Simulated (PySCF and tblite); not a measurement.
The numbers below are computed, except where a source is named.
C2H7FSi2, numbered as in [F:1][SiH:2]1[CH2:3][SiH2:4][CH2:5]1.

Geometries GFN2-xTB; weights from B3LYP-D3(BJ)/def2-SVP (IEF-PCM, water) energies and GFN2-xTB thermal corrections, with symmetry numbers and mirror pairs. Conformers within 2.5 kcal/mol (GFN2-xTB free energy) were kept, 6 at most. GIAO shieldings: KT3/pcSseg-1 (IEF-PCM, water). Shifts are against TMS (¹H), TMS (¹³C), TMS (²⁹Si) at the same level; of two unlike H on one atom, a is the less shielded. Programs: PySCF with density fitting and tblite.

(1) What shifts does this protocol give at 298.15 K under fast conformational exchange?

GFN2-xTB leaves a saturated small ring flat here that puckers in reality. Unscaled ²⁹Si shifts at such levels can be off by tens of ppm; differences between conformers or isomers are more reliable. Shifts are unscaled: against experiment ¹³C can be off by 15 ppm or more and ¹H by 0.8 ppm.

Answers

(1) ¹H: 5.94 (H2, 1H), 4.65 (H4a, 1H), 4.60 (H4b, 1H), 1.12 (H3a/H5a, 2H), 1.04 (H3b/H5b, 2H) ppm. ¹³C: 9.4 (C3/C5) ppm. ²⁹Si: 31.5 (Si2), -41.4 (Si4) ppm.
